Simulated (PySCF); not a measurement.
C₇H₁₅ (doublet state).
Z-matrix (Å and degrees, GFN2-xTB geometry), rows numbered from 1:
```
C 
C   1  1.5412
C   2  1.4865  1  112.19
C   3  1.4849  2  119.01  1    87.14
C   3  1.4923  2  119.65  1   -82.87
C   5  1.5391  3  111.47  2  -118.78
C   5  1.5367  3  112.21  2   118.33
H   1  1.0870  2  110.15  3   -60.10
H   1  1.0876  2  110.42  3   179.83
H   1  1.0872  2  110.24  3    59.73
H   2  1.0943  1  108.01  3  -121.46
H   2  1.0935  1  108.18  3   121.66
H   4  1.0882  3  111.46  2   159.29
H   4  1.0976  3  111.59  2   -80.84
H   4  1.0903  3  110.76  2    38.21
H   5  1.0961  3  108.12  2    -0.76
H   6  1.0875  5  110.34  3    55.53
H   6  1.0872  5  110.60  3   -64.53
H   6  1.0879  5  110.28  3   175.61
H   7  1.0873  5  110.43  3   -55.82
H   7  1.0880  5  110.10  3  -175.75
H   7  1.0867  5  110.70  3    64.37
```

The hyperfine couplings belong to this conformer and change with its torsions.

The species is `CC[C](C)C(C)C` [radical].

Computed, not measured: UKS B3LYP, pcH-1 on C H, non-relativistic, mean-field spin-orbit, GIAO in PySCF. Isolated species at its GFN2-xTB geometry (one conformer only). The geometry wasn't refined by DFT: couplings that depend on bond lengths, twists or pyramidal angles can differ widely from those at the functional's own minimum. Stability of the SCF solution: not tested.

The largest Mulliken spin populations are on C3 (+0.99), C4 (-0.08), C2 (-0.08) and C5 (-0.07). C3 is the only atom above +0.15. The positive populations add up to 1.24 and the negative ones to -0.24, together 2S = 1. The angles at C3 add up to 359.2°, so it is planar.

(1) List the C–H protons on four-coordinate carbons next to a three-coordinate spin centre, with their couplings and θ (C–H bond against the normal to the plane of the centre's neighbours, projected along the bond that joins the two).

(2) What would the freely rotating methyl group on C4 show?

Results:

(1) 
```csv
β H,on,centre,θ (°),cos²θ,a (G)
H11,C2,C3,58,0.29,+13.98
H12,C2,C3,62,0.23,+8.71
H13,C4,C3,64,0.19,+11.05
H14,C4,C3,4,0.99,+49.14
H15,C4,C3,57,0.30,+13.92
H16,C5,C3,86,0.01,+1.50
```

Fitting the Heller–McConnell form a = ρ(B0 + B2 cos²θ), with Mulliken ρ = 0.99, gives B0 = 0.1 G and B2 = 49.4 G, with a largest miss of 2.5 G. By this fit the coupling would be 48.9 G at θ = 0° and 0.1 G at 90°.

(2) Three equal couplings, a 1:3:3:1 quartet. The mean of the three values of this geometry estimates the splitting: 24.7 G, or 69.2 MHz (three bonds 120° apart have a mean cos²θ of 1/2 at any torsion).

Couplings in gauss use g_iso = 2.0026.
